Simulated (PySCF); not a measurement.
**Levels of Zn¹¹⁺ from EOM-EA-GCCSD**

Reference: closed-shell Zn¹²⁺, [Ar]; one electron is added. Calculated with PySCF 2.14, two-component X2C-1e with screened spin-orbit coupling, an uncontracted even-tempered set (19 s from 0.27 bohr⁻², ratio 2.6; 14 p from 0.35 bohr⁻², ratio 2.6; 6 d from 0.36 bohr⁻², ratio 2.8; 3 f from 11 bohr⁻², ratio 2.8); frozen [Ne]; the 58 highest virtual spinors dropped; of the others 50 kept and the rest restored at second order. No Breit or QED terms. Binding energies in eV.

```tsv
level	Koopmans	second order	EOM-CCSD
3d3/2	307.28	308.76	308.56
3d5/2	306.66	308.13	307.93
```

For comparison, the ionisation energy of Zn¹¹⁺ is 310.8 ± 1 eV (semi-empirical (NIST evaluation); NIST Atomic Spectra Database, ionization energies).

Only part of the computed levels is shown.
